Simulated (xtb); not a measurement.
FH6NOSi2, SMILES F[SiH2]N[SiH2]O. All values are semi-empirical tight-binding results from xtb (GFN2-xTB unless named), good for trends rather than for accurate numbers. Coordinates come from a GFN2-xTB optimisation. The structure was generated by enumeration, and PubChem lists no compound with its InChIKey, so it may never have been made. The values are those of a single conformer.

Optimised geometry:

Bond lengths (Å): O1–Si2 1.622, O1–H6 0.954, Si2–N3 1.736, Si2–H7 1.460, Si2–H8 1.456, N3–Si4 1.718, N3–H9 1.009, Si4–F5 1.611, Si4–H10 1.453, Si4–H11 1.456. Angles (°): Si2–O1–H6 121.6, O1–Si2–N3 109.4, O1–Si2–H7 112.9, O1–Si2–H8 101.3, N3–Si2–H7 105.2, N3–Si2–H8 113.6, H7–Si2–H8 114.6, Si2–N3–Si4 129.2, Si2–N3–H9 114.5, Si4–N3–H9 114.2, N3–Si4–F5 104.2, N3–Si4–H10 110.7, N3–Si4–H11 114.4, F5–Si4–H10 106.3, F5–Si4–H11 105.2, H10–Si4–H11 115.0.
Charge 0, spin multiplicity 1.

- orbital gap: 5.68 eV
- dipole moment: 1.42 D
- zero-point energy: 40.6 kcal/mol
- G − E(el) at 298.15 K (modified RRHO): 19.9 kcal/mol
- static polarisability (D4 model): 74.9 bohr³
- solvation energy, GFN2-xTB/ALPB(water): -4.1 kcal/mol
- solvation energy, GFN2-xTB/ALPB(toluene): -2.1 kcal/mol

Task: Give the atomic charges and the Wiberg bond orders between heavy atoms. (Estimate from the structure and the level; the computed values follow.)

Result: charges (e) O1 -0.48, Si2 0.54, N3 -0.45, Si4 0.56, F5 -0.29, H6 0.31, H7 -0.10, H8 -0.08, H9 0.16, H10 -0.08, H11 -0.08. Bond orders O1–Si2 1.18, Si2–N3 1.02, N3–Si4 1.11, Si4–F5 1.06.
